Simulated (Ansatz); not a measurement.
Two isomers of CH8N2OSi: A = `NC[SiH](N)O`, B = `CN[SiH](N)O`.

Calculated with Ansatz (gas phase, PBE0-D4/def2-TZVP geometries, no zero-point term in ΔE). CCSD(T)/CBS is the MP2 limit (def2-TZVPP, def2-QZVPP) plus CCSD(T) − MP2 in def2-TZVPP, frozen cores. DFT in def2-TZVPP. B3LYP here is the variant with VWN-RPA as its local correlation; programs differ in this. Each species was taken in one conformer, which may not be the lowest.

A:

```xyz
13

N    -0.835    1.537    0.372
C    -1.132    0.112    0.520
Si    0.397   -0.836    0.008
N     0.893   -0.511   -1.597
O     1.526   -0.309    1.096
H    -1.635    2.108    0.611
H    -0.083    1.797    0.998
H    -1.467   -0.187    1.525
H    -1.936   -0.159   -0.173
H     0.211   -2.312    0.088
H     0.775    0.414   -1.978
H     0.844   -1.223   -2.305
H     2.441   -0.433    0.836
```

B:

Z-matrix (Å, degrees):
```
C
N 1 1.443
H 1 1.095 2 111.6
H 1 1.097 2 113.0 3 -121.7
H 1 1.092 2 109.3 3 118.5
Si 2 1.698 1 126.7 3 -135.9
H 2 1.007 1 114.7 3 58.4
O 6 1.651 2 101.7 1 170.0
N 6 1.704 2 108.3 1 44.1
H 6 1.493 2 118.3 1 -72.7
H 8 0.957 6 116.0 2 157.1
H 9 1.007 6 122.5 2 54.3
H 9 1.006 6 121.3 2 -149.3
```

Problem. Which is lower in electronic energy at CCSD(T)/CBS, and by how much? (Estimate.)

Solution. Computed: B, by 74.6 kJ/mol.

Problem. Give E(B) − E(A) in kJ/mol with B3LYP, B2PLYP, CCSD(T)/def2-TZVPP, ωB97M-V, PBE-D4, PBE0-D4, B3LYP-D4. (An estimate is asked.)

Solution. Ansatz gave: B3LYP -76.0, B2PLYP -76.6, CCSD(T)/def2-TZVPP -74.3, ωB97M-V -72.5, PBE-D4 -67.8, PBE0-D4 -71.1, B3LYP-D4 -75.4. None reverses the order clearly.

Largest T1 diagnostic: 0.010.

From PBE to PBE0 (25 % exact exchange), in def2-TZVPP and without D4, E(B) − E(A) moves by −3.3 kJ/mol. In def2-TZVPP, CCSD(T) changes the Hartree–Fock value by +9.6 kJ/mol (the triples alone add +1.3 kJ/mol) and MP2 by +7.5 kJ/mol.
